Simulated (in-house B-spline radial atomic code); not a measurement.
Results of a calculation; reference values are marked as such.
From levels and matrix elements to observables: Ti XII (Ti11+)

One electron outside the [He] 2s2 2p6 core, from a B-spline radial code for spherical atoms: Brueckner orbitals with a screened correlation potential on Dirac-Hartree-Fock, Breit and QED terms for the lowest states, dipole elements in length form with static core polarisation. The core's own polarisability, by RPA, is 0.01289 bohr³.

```
state  removal energy (cm⁻¹)  size of the reduced dipole element to 3s1/2 (a.u.)
3s1/2                2351054                                                   -
4s1/2                1217523                                                   -
3p1/2                2142656                                               0.678
3p3/2                2133995                                              0.9612
4p1/2                1136662                                              0.1862
4p3/2                1133345                                              0.2565
```

Use R = 109737.3 cm⁻¹, 1 hartree = 219474.6 cm⁻¹, c = 137.036 and 1 a.u. of rate = 4.1341e16 s⁻¹.

Problem. Find the quantum defects of the two s states and predict 5s1/2.

Solution. With n* = 12 √(R/E): 3s1/2 has n* = 2.5925, δ = 0.4075; 4s1/2 has n* = 3.6026, δ = 0.3974. Ritz's form δ = δ0 + b/n*² gives b = 0.141, δ0 = 0.3865, so with n* ≈ 5 − 0.3974, δ = 0.3932 and E = R × 12²/(5 − 0.3932)² = 744583 cm⁻¹. The program finds 744841 cm⁻¹.

Problem. What are the wavelength, oscillator strength and rate of 3s1/2–3p3/2?

Solution. ΔE = 217059 cm⁻¹ = 0.98899 hartree, λ = 46.07 nm in vacuum. f = (2/3) ΔE D²/(2j + 1 of the lower state) = (2/3) × 0.98899 × 0.9612²/2 = 0.3046. A = (4/3) ΔE³ D²/(c³ (2j' + 1)) = 1.1577e-07 a.u. = 4.786e+09 s⁻¹, a partial lifetime of 0.2089 ns.
